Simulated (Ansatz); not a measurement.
Born–Oppenheimer molecular dynamics of CH5ClFNOSi (11 atoms, charge 0, multiplicity 1). It starts from a relaxed structure.

The calculation used RKS PBE/6-31G* in Ansatz 0.2.0.

```
ensemble                      : NVE (velocity Verlet)
time step                     : 0.5 fs
steps asked                   : 250
starting velocities drawn for : 400 K
seed                          : 514633
```

First frame:

```xyz
11
Properties=species:S:1:pos:R:3
Si 0.108 -0.103 0.006
Cl 0.130 0.074 2.086
N 1.618 0.046 -0.776
H 2.272 -0.734 -0.723
H 2.101 0.944 -0.769
F -0.829 1.117 -0.484
O -0.476 -1.585 -0.396
C -1.550 -2.260 0.268
H -1.410 -2.270 1.363
H -2.519 -1.784 0.032
H -1.565 -3.297 -0.104
```

(1) How far do the bonds stretch over the last three quarters of this one trajectory? (Pairs bonded in most of those frames.)

## Answers

(1) 
| bond | mean (Å) | spread (Å) | shortest | longest |
| --- | --- | --- | --- | --- |
| Si1–Cl2 | 2.103 | 0.042 | 2.03 | 2.17 |
| Si1–N3 | 1.708 | 0.009 | 1.69 | 1.73 |
| Si1–F6 | 1.617 | 0.007 | 1.61 | 1.63 |
| Si1–O7 | 1.645 | 0.018 | 1.60 | 1.67 |
| N3–H4 | 1.020 | 0.016 | 0.99 | 1.05 |
| N3–H5 | 1.020 | 0.019 | 0.99 | 1.05 |
| O7–C8 | 1.441 | 0.035 | 1.38 | 1.49 |
| C8–H9 | 1.105 | 0.011 | 1.09 | 1.12 |
| C8–H10 | 1.106 | 0.012 | 1.08 | 1.13 |
| C8–H11 | 1.105 | 0.011 | 1.09 | 1.13 |

Mean temperature of the second half: 214 K. The conserved energy stayed within 0.13 meV per atom of its start (net change 0.055 meV per atom), so the integration is sound. Over the second half the temperature averaged 0.54 of the 400 K drawn at the start: a run that starts near a minimum puts about half its kinetic energy into the potential. A run of 0.12 ps of so small a system gives no equilibrium averages.

Run time: 5.6 min on 4 threads of Arm Neoverse V1 (shared host), peak memory 0.17 GiB.
